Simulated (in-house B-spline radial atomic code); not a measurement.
B3LYP (VWN-RPA) excitations of K+

Method: B3LYP (VWN-RPA). Computed with a B-spline radial code for spherical atoms: linear response of the closed shell [Ne] 3s2 3p6 with the functional's adiabatic kernel; non-relativistic, point nucleus, no spin-orbit coupling, no double excitations, S, P, D and F terms only. Only terms of natural parity with L up to 3 were computed.

Command:
```bash
python run_td.py task.json out
```
Settings (radii: box in bohr, nucleus in fm):
```
Z                        19
electrons                18
configuration            [Ne] 3s2 3p6
hamiltonian              nr
method                   b3lyp
box_radius               41.61
intervals                55
```

Time taken, with all properties: 0.5 s on 1 thread of Intel(R) Xeon(R) Platinum 8375C CPU @ 2.90GHz (Ice Lake), on a shared host.

The lowest states, in the order of their Tamm-Dancoff energies; the method's threshold (minus the highest occupied level) is 26.542 eV. Labels give the largest channel, * marks a mixed state, and oscillator strengths are full-response dipole values. Semilocal kernels can invert the small singlet-triplet splittings of Rydberg terms. Energies in eV:

```tsv
state	full response	Tamm-Dancoff	oscillator strength
3p → 4s 3P	18.860	18.869	-
3p → 4s 1P	19.170	19.178	0.353
3p → 3d 3P	19.906	19.970	-
3p → 3d 3F	?	?	-
3p → 4p 3S	21.295	21.308	-
3p → 3d 1F	21.371	21.374	-
3p → 4p 3D	21.457	21.465	-
3p → 4p 1D	21.588	21.590	-
3p → 4p 1S	22.373	22.454	-
3p → 3d 1P	23.378	23.494	0.966
3p → 5s 3P	23.803	23.805	-
3p → 5s 1P	23.868	23.870	0.0735
3p → 4d 3P	24.353	24.358	-
3p → 4d 3F	24.364	24.374	-
3p → 5p 3S	?	?	-
3p → 5p 3D	24.481	24.483	-
3p → 4d 1F	24.513	24.514	-
3p → 5p 1D	24.517	24.518	-
3p → 5p 1S	24.724	24.747	-
```

(1) Where does 3p → 3d 3F lie?

(2) Where does 3p → 5p 3S lie?

(3) How large is the singlet-triplet splitting of 3p → 4s (P terms) in Tamm-Dancoff?

(4) What polarisabilities and dispersion coefficient does the method give?

Results:

(1) At 20.077 eV in full response, 20.186 eV in Tamm-Dancoff.

(2) At 24.442 eV in full response, 24.445 eV in Tamm-Dancoff.

(3) 0.309 eV, from the unrounded values.

(4) Dipole 5.667 bohr³, quadrupole 17.91 bohr⁵, C6 24.27 hartree·bohr⁶ for two such species.
